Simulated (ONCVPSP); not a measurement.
## What one change does to a pseudopotential (selenium (Se), ONCV)

Se, optimised norm-conserving Vanderbilt (ONCV), made with ONCVPSP 4.0.1 (PBE, scalar-relativistic). Core [Ar] 3d10, reference 4s2 4p4. Waves: 4s: rc 1.35 bohr, ncon 3, nbas 7, qcut 5.1 1/bohr, 2 projectors, debl 1.7 Ha; 4p: rc 1.95 bohr, ncon 4, nbas 7, qcut 4.1 1/bohr, 2 projectors, debl 1.1 Ha; d scattering state at 0.03 Ha: rc 1.95 bohr, ncon 4, nbas 8, qcut 4.5 1/bohr, 2 projectors, debl 2.3 Ha. Local part: polynomial inside 1.20 bohr (lpopt 3, dvloc0 3 Ha). Core correction: Teter function, fcfact 1.75, rcfact 1.6.

Change: s: debl 2.25.

Cutoffs: the cutoffs (Ha) at which the residual kinetic energy of the hardest occupied pseudo-wave falls to 1 and 0.1 mHa per electron; they do not see the model core or the augmentation charge, which bear on the density cutoff. Errors are all-electron minus pseudo energies relative to the spin-unpolarised reference configuration.

Question: Predict the effect on cutoff, ghosts and configuration errors.

Answer: The potential gets neither clearly harder nor softer (11 Ha and 31 Ha → 11 Ha and 31 Ha); the errors of the 4 common tests hardly move; neither file shows a bound ghost.

| quantity | base | changed |
| --- | --- | --- |
| cutoff, loose | 11 Ha | 11 Ha |
| cutoff, tight | 31 Ha | 31 Ha |
| bound ghosts | none | none |
| GHOST(+) flags under 300 eV | s at 131.8 eV | none |
| error for 4s2 4p3, meV [ΔE 10.85 eV] | -8.5 | -8.4 |
| error for 4s2 4p2, meV [ΔE 31.19 eV] | -54 | -54 |
| error for 4s2 4p1, meV [ΔE 62.06 eV] | -188 | -188 |
| error for 4s1 4p4, meV [ΔE 22.38 eV] | -11 | -11 |
| s: phases at 1.37 bohr within 0.05 rad from the reference energy up to (Ha; the scan ends near 5) | 4.5 | 4.9 |
| p: phases at 1.98 bohr within 0.05 rad from the reference energy up to (Ha; the scan ends near 5) | 3.4 | 3.4 |
| d: phases at 1.98 bohr within 0.05 rad from the reference energy up to (Ha; the scan ends near 5) | 3.9 | 3.9 |
| rms error of d²Exc/dni dnj with the model core, mHa | 0.65 | 0.65 |

Base: The cutoffs count occupied waves only; projector 2 of the d channel, the hardest unoccupied one, needs 74 Ha at the loose tolerance. Changed file: The cutoffs count occupied waves only; projector 2 of the d channel, the hardest unoccupied one, needs 74 Ha at the loose tolerance.
